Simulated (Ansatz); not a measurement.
Steps of a relaxation of `Cl[SiH]1C[SiH2]1` with RKS PBE-D4/def2-SVP.

```sh
$ ansatz run in.yaml --threads 2 --pin off --events-out ev --progress --plain --max-ram 4352MiB
```

```yaml
crystal:
  periodic: [false, false, false]
  atoms:
    - {symbol: Cl, position_ang: [-0.845800, -0.230900, -2.602900]}
    - {symbol: Si, position_ang: [-0.646300, 0.682300, -0.800700]}
    - {symbol: C, position_ang: [0.823500, 0.017900, -0.012100]}
    - {symbol: Si, position_ang: [-0.438600, -0.625900, 1.009700]}
    - {symbol: H, position_ang: [-0.607900, 2.163200, -0.814500]}
    - {symbol: H, position_ang: [1.496900, 0.760100, 0.482000]}
    - {symbol: H, position_ang: [1.446300, -0.711500, -0.562800]}
    - {symbol: H, position_ang: [-0.604500, -2.093500, 0.874500]}
    - {symbol: H, position_ang: [-0.535100, -0.008000, 2.409700]}
basis:
  gaussian: {orbitals: def2-SVP}
hamiltonian: {xc: pbe, dispersion: d4}
relax: {f_tol: 0.03, max_steps: 200}
```

Positions (Å) and forces (eV/Å) along the path, 7 of 7 steps:

```xyz
9
step=1 energy=-29371.5594 eV
Cl   -0.846   -0.231   -2.603   -0.415   -0.297   -1.107
Si   -0.646    0.682   -0.801   -1.191    0.805   -0.177
C     0.824    0.018   -0.012    4.858    0.796   -0.588
Si   -0.439   -0.626    1.010   -2.557   -0.853    2.568
H    -0.608    2.163   -0.815   -0.306    0.315   -0.160
H     1.497    0.760    0.482   -0.090   -0.155   -0.234
H     1.446   -0.712   -0.563    0.040    0.055   -0.077
H    -0.605   -2.094    0.875   -0.277   -0.271    0.166
H    -0.535   -0.008    2.410   -0.063   -0.395   -0.392
9
step=2 energy=-29372.0144 eV
Cl   -0.986   -0.181   -2.718    0.059    0.126    0.321
Si   -0.586    0.656   -0.829   -0.799    0.429   -0.612
C     0.932    0.029    0.021    2.408    0.271   -0.596
Si   -0.434   -0.621    1.032   -1.546   -0.633    1.166
H    -0.707    2.154   -0.875   -0.091   -0.102   -0.033
H     1.586    0.791    0.497   -0.060   -0.013   -0.094
H     1.570   -0.697   -0.518    0.031   -0.042   -0.003
H    -0.725   -2.089    0.933    0.036    0.009    0.007
H    -0.562   -0.088    2.439   -0.038   -0.046   -0.156
9
step=3 energy=-29371.9850 eV rejected
Cl   -1.026   -0.140   -2.640   -0.195    0.055   -0.318
Si   -0.548    0.710   -0.813    0.607   -0.999   -0.128
C     1.067   -0.021   -0.022   -1.175    0.018   -0.030
Si   -0.557   -0.632    0.998    0.896    0.352   -0.048
H    -0.827    2.173   -0.761    0.109    0.154   -0.011
H     1.641    0.826    0.378    0.384   -0.036    0.390
H     1.701   -0.838   -0.463   -0.424    0.577    0.013
H    -0.661   -2.125    0.958   -0.174    0.013   -0.020
H    -0.701    0.000    2.348   -0.027   -0.135    0.152
9
step=4 energy=-29372.1577 eV
Cl   -1.035   -0.150   -2.702    0.030    0.009    0.067
Si   -0.561    0.658   -0.838   -0.091    0.072   -0.093
C     1.011    0.019    0.009    0.262    0.065   -0.146
Si   -0.482   -0.619    1.032   -0.158   -0.129    0.161
H    -0.767    2.143   -0.854    0.003   -0.029   -0.002
H     1.640    0.801    0.478    0.028   -0.015   -0.008
H     1.639   -0.732   -0.513   -0.056    0.027    0.048
H    -0.723   -2.096    0.948   -0.006    0.001   -0.002
H    -0.633   -0.071    2.423   -0.011   -0.001   -0.024
9
step=5 energy=-29372.1611 eV
Cl   -1.032   -0.156   -2.692    0.004   -0.002   -0.003
Si   -0.562    0.662   -0.836   -0.005    0.000   -0.007
C     1.019    0.024    0.003    0.030    0.052   -0.009
Si   -0.485   -0.621    1.034   -0.017   -0.025    0.029
H    -0.772    2.145   -0.850   -0.003   -0.003   -0.005
H     1.654    0.802    0.472    0.016   -0.023    0.000
H     1.637   -0.734   -0.515   -0.026   -0.001    0.003
H    -0.725   -2.099    0.947    0.002    0.004   -0.002
H    -0.645   -0.070    2.421   -0.001   -0.002   -0.006
9
step=6 energy=-29372.1617 eV
Cl   -1.024   -0.156   -2.694    0.010   -0.004    0.007
Si   -0.563    0.662   -0.834   -0.006    0.033    0.006
C     1.019    0.030    0.005   -0.003   -0.016   -0.029
Si   -0.483   -0.621    1.037   -0.023   -0.021   -0.003
H    -0.778    2.145   -0.853   -0.009   -0.011    0.001
H     1.665    0.794    0.475    0.036    0.023    0.002
H     1.624   -0.733   -0.523   -0.012   -0.003    0.019
H    -0.721   -2.098    0.948    0.004   -0.001    0.006
H    -0.650   -0.069    2.423    0.003    0.001   -0.009
9
step=7 energy=-29372.1622 eV
Cl   -1.012   -0.156   -2.694    0.001    0.002    0.004
Si   -0.565    0.666   -0.833    0.009    0.002    0.004
C     1.019    0.034    0.004   -0.024   -0.017    0.004
Si   -0.484   -0.621    1.037   -0.006    0.003   -0.019
H    -0.790    2.147   -0.851   -0.001   -0.010    0.005
H     1.680    0.789    0.472    0.017    0.011    0.000
H     1.609   -0.739   -0.525   -0.001    0.004   -0.002
H    -0.716   -2.099    0.951    0.005   -0.001    0.004
H    -0.654   -0.068    2.421    0.000    0.006   -0.001
```

Run time 11 s (2 threads of an Arm Neoverse V2 on a shared host); peak host memory 0.13 GiB.
